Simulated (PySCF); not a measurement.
Si(CCH)2(Cl)(H), SMILES C#C[SiH](Cl)C#C (C4H3ClSi) at its CAM-B3LYP/def2-SVP optimised geometry (Å):

```
9

Si    -1.8003    -0.6930     0.0000
Cl    -2.4786    -1.6275    -1.7096
C     -2.4190    -1.5947     1.4614
C     -2.8377    -2.1764     2.4374
C      0.0250    -0.6930     0.0000
C      1.2358    -0.6737     0.0029
H     -2.3113     0.6930     0.0000
H     -3.2089    -2.6957     3.3032
H      2.3113    -0.6594     0.0047
```

Computed with CAM-B3LYP/def2-TZVP run with PySCF. Cells within 0.4 Å of a nucleus heavier than hydrogen are left out (blank, or x).

Map of the Laplacian of the electron density (e/bohr⁵), clipped to [-1.50, 1.50] on the plane z = 0.0 Å:

```
|5555555555555555555555555555555|
|5555555555555555555555555555555|
|5555555555555555555555555555555|
|5555555555555555555555555555555|
|5555555555555555555555555555555|
|5555555555555555555555555555555|
|5555555555555555555555555555555|
|5555555555555555555555555555555|
|5555555555555555555555555555555|
|5555555555555555555555555555555|
|5555555555555555555555555555555|
|5555555555555555555555555555555|
|5555555245555555555555555555555|
|5555554004555555555555555555555|
|5555554334555555555555555555555|
|5555555446555555555555555555555|
|555555569x96443x333x44455555555|
|55555559xxx943xxx1xxx1005555555|
|55555559xxx943xxx25xx2335555555|
|5555555599954444444445555555555|
|5555555555555555555555555555555|
|5555555555555555555555555555555|
|5555555555555555555555555555555|
|5555555555555555555555555555555|
|5555555555555555555555555555555|
|5555555555555555555555555555555|
|5555555555555555555555555555555|
|5555555555555555555555555555555|
|5555555555555555555555555555555|
|5555555555555555555555555555555|
|5555555555555555555555555555555|
```
Scale: ten equal steps from -1.50 (start of '0') to 1.50 (end of '9'), in the order '0123456789'; x runs from -4.50 to 4.50, y from -4.50 (bottom) to 4.50 (top).
